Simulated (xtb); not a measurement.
xtb input file for ClGeH₄N, SMILES [Cl][GeH2][NH2], GFN2-xTB. 

```
$ xtb mol.xyz --gfn 2 --sp --chrg 0 --uhf 0 --json
$ cat mol.xyz
7

Ge     0.08791528     0.51238420     0.20080187
N      1.77320360    -0.10385819    -0.01969323
Cl    -1.13950959    -1.04175647    -0.45613487
H     -0.04806238     1.71617744    -0.69151834
H     -0.31778595     0.86506376     1.62166526
H      1.97255014    -1.04102901     0.30031134
H      2.53924711     0.50036054     0.23602712
```

Log of the run:

```
[banner left out]
          |                Calculation Setup                |
           -------------------------------------------------



           -------------------------------------------------
          |                 G F N 2 - x T B                 |
           -------------------------------------------------

        Reference                      10.1021/acs.jctc.8b01176
      * Hamiltonian:
        H0-scaling (s, p, d)           1.850000    2.230000    2.230000
        zeta-weighting                 0.500000
      * Dispersion:
        s8                             2.700000
        a1                             0.520000
        a2                             5.000000
        s9                             5.000000
      * Repulsion:
        kExp                           1.500000    1.000000
        rExp                           1.000000
      * Coulomb:
        alpha                          2.000000
        third order                    shell-resolved
        anisotropic                    true
        a3                             3.000000
        a5                             4.000000
        cn-shift                       1.200000
        cn-exp                         4.000000
        max-rad                        5.000000


          ...................................................
          :                      SETUP                      :
          :.................................................:
          :  # basis functions                  28          :
          :  # atomic orbitals                  26          :
          :  # shells                           12          :
          :  # electrons                        20          :
          :  max. iterations                   250          :
          :  Hamiltonian                  GFN2-xTB          :
          :  restarted?                      false          :
          :  GBSA solvation                  false          :
          :  PC potential                    false          :
          :  electronic temp.          300.0000000     K    :
          :  accuracy                    1.0000000          :
          :  -> integral cutoff          0.2500000E+02      :
          :  -> integral neglect         0.1000000E-07      :
          :  -> SCF convergence          0.1000000E-05 Eh   :
          :  -> wf. convergence          0.1000000E-03 e    :
          :  Broyden damping             0.4000000          :
          :  net charge                          0          :
          :  unpaired electrons                  0          :
          ...................................................

 iter      E             dE          RMSdq      gap      omega  full diag
   1    -11.1725674 -0.111726E+02  0.877E+00    4.87       0.0  T
   2    -11.1337650  0.388024E-01  0.125E+01    8.69       1.0  T
   3    -11.5211066 -0.387342E+00  0.558E+00    7.92       1.0  T
   4    -11.5126747  0.843187E-02  0.427E+00    7.88       1.0  T
   5    -11.5428598 -0.301851E-01  0.109E+00    7.20       1.0  T
   6    -11.5438878 -0.102803E-02  0.631E-01    7.29       1.0  T
   7    -11.5446219 -0.734052E-03  0.654E-02    7.38       1.0  T
   8    -11.5446277 -0.583630E-05  0.681E-02    7.38       1.0  T
   9    -11.5446320 -0.430008E-05  0.259E-02    7.37       1.5  T
  10    -11.5446338 -0.175194E-05  0.914E-03    7.36       4.1  T
  11    -11.5446340 -0.216349E-06  0.440E-03    7.36       8.6  T
  12    -11.5446340 -0.160945E-07  0.149E-03    7.36      25.4  T
  13    -11.5446340 -0.207477E-08  0.140E-03    7.36      27.1  T
  14    -11.5446340 -0.149459E-08  0.506E-04    7.36      74.7  T
  15    -11.5446340 -0.520364E-09  0.115E-04    7.36     328.2  T

   *** convergence criteria satisfied after 15 iterations ***

         #    Occupation            Energy/Eh            Energy/eV
      -------------------------------------------------------------
         1        2.0000           -1.0452357             -28.4423
       ...           ...                  ...                  ...
         4        2.0000           -0.5260253             -14.3139
         5        2.0000           -0.4832721             -13.1505
         6        2.0000           -0.4588368             -12.4856
         7        2.0000           -0.4538921             -12.3510
         8        2.0000           -0.4285819             -11.6623
         9        2.0000           -0.4241173             -11.5408
        10        2.0000           -0.4017145             -10.9312 (HOMO)
        11                         -0.1310996              -3.5674 (LUMO)
        12                         -0.1059471              -2.8830
        13                         -0.0842925              -2.2937
        14                         -0.0532682              -1.4495
        15                          0.0274028               0.7457
       ...                                ...                  ...
        26                          1.1395920              31.0099
      -------------------------------------------------------------
                  HL-Gap            0.2706149 Eh            7.3638 eV
             Fermi-level           -0.2664071 Eh           -7.2493 eV

 SCC (total)                   0 d,  0 h,  0 min,  0.010 sec
 SCC setup                      ...        0 min,  0.000 sec (  3.171%)
 Dispersion                     ...        0 min,  0.000 sec (  1.236%)
 classical contributions        ...        0 min,  0.000 sec (  0.523%)
 integral evaluation            ...        0 min,  0.001 sec ( 12.423%)
 iterations                     ...        0 min,  0.006 sec ( 60.947%)
 molecular gradient             ...        0 min,  0.002 sec ( 18.997%)
 printout                       ...        0 min,  0.000 sec (  2.344%)

         :::::::::::::::::::::::::::::::::::::::::::::::::::::
         ::                     SUMMARY                     ::
         :::::::::::::::::::::::::::::::::::::::::::::::::::::
         :: total energy             -11.483954417163 Eh    ::
         :: gradient norm              0.000188739159 Eh/a0 ::
         :: HOMO-LUMO gap              7.363806482932 eV    ::
         ::.................................................::
         :: SCC energy               -11.544632711714 Eh    ::
         :: -> isotropic ES            0.008449767121 Eh    ::
         :: -> anisotropic ES          0.001477897444 Eh    ::
         :: -> anisotropic XC          0.003417144635 Eh    ::
         :: -> dispersion             -0.003533293808 Eh    ::
         :: repulsion energy           0.060678294551 Eh    ::
         :: add. restraining           0.000000000000 Eh    ::
         :: total charge              -0.000000000000 e     ::
         :::::::::::::::::::::::::::::::::::::::::::::::::::::

           -------------------------------------------------
          |                Property Printout                |
           -------------------------------------------------

    * Orbital Energies and Occupations

         #    Occupation            Energy/Eh            Energy/eV
      -------------------------------------------------------------
         1        2.0000           -1.0452357             -28.4423
         2        2.0000           -0.6457020             -17.5704
         3        2.0000           -0.5955982             -16.2071
         4        2.0000           -0.5260253             -14.3139
         5        2.0000           -0.4832721             -13.1505
         6        2.0000           -0.4588368             -12.4856
         7        2.0000           -0.4538921             -12.3510
         8        2.0000           -0.4285819             -11.6623
         9        2.0000           -0.4241173             -11.5408
Note: The following floating-point exceptions are signalling: IEEE_UNDERFLOW_FLAG IEEE_DENORMAL
normal termination of xtb
        10        2.0000           -0.4017145             -10.9312 (HOMO)
        11                         -0.1310996              -3.5674 (LUMO)
        12                         -0.1059471              -2.8830
        13                         -0.0842925              -2.2937
        14                         -0.0532682              -1.4495
        15                          0.0274028               0.7457
        16                          0.0277581               0.7553
        17                          0.0300970               0.8190
        18                          0.0383865               1.0445
        19                          0.0646436               1.7590
        20                          0.0744219               2.0251
        21                          0.1174418               3.1958
       ...                                ...                  ...
        26                          1.1395920              31.0099
      -------------------------------------------------------------
                  HL-Gap            0.2706149 Eh            7.3638 eV
             Fermi-level           -0.2664071 Eh           -7.2493 eV

     #   Z          covCN         q      C6AA      α(0)
     1  32 Ge       3.522     0.219   169.101    23.440
     2   7 N        2.554    -0.363    29.377     8.049
     3  17 Cl       0.818    -0.168   104.311    15.624
     4   1 H        0.937    -0.011     3.252     2.819
     5   1 H        0.933    -0.017     3.361     2.867
     6   1 H        0.861     0.172     1.260     1.758
     7   1 H        0.861     0.166     1.295     1.783

 Mol. C6AA /au·bohr⁶  :       1183.446713
 Mol. C8AA /au·bohr⁸  :      55605.721552
 Mol. α(0) /au        :         56.340300


Wiberg/Mayer (AO) data.
largest (>0.10) Wiberg bond orders for each atom

 ---------------------------------------------------------------------------
     #   Z sym  total        # sym  WBO       # sym  WBO       # sym  WBO
 ---------------------------------------------------------------------------
     1  32 Ge   3.990 --     3 Cl   1.182     2 N    1.151     4 H    0.816
                             5 H    0.800
     2   7 N    3.214 --     1 Ge   1.151     7 H    0.948     6 H    0.942
     3  17 Cl   1.340 --     1 Ge   1.182
     4   1 H    1.000 --     1 Ge   0.816
     5   1 H    1.000 --     1 Ge   0.800
     6   1 H    0.970 --     2 N    0.942
     7   1 H    0.972 --     2 N    0.948
 ---------------------------------------------------------------------------

Topologies differ in total number of bonds
Writing topology from bond orders to xtbtopo.mol

molecular dipole:
                 x           y           z       tot (Debye)
 q only:        0.633       0.370       0.376
   full:        0.766       0.348       0.558       2.567
molecular quadrupole (traceless):
                xx          xy          yy          xz          yz          zz
 q only:        1.362      -1.388      -0.398       0.746      -0.548      -0.964
  q+dip:        1.391      -1.684      -0.534       1.792      -0.893      -0.857
   full:        1.943      -1.615      -0.547       2.302      -1.078      -1.395


           -------------------------------------------------
          | TOTAL ENERGY              -11.483954417163 Eh   |
          | GRADIENT NORM               0.000188739159 Eh/α |
          | HOMO-LUMO GAP               7.363806482932 eV   |
           -------------------------------------------------

------------------------------------------------------------------------
------------------------------------------------------------------------
 total:
 SCF:
```

The calculation finished and met its thresholds.
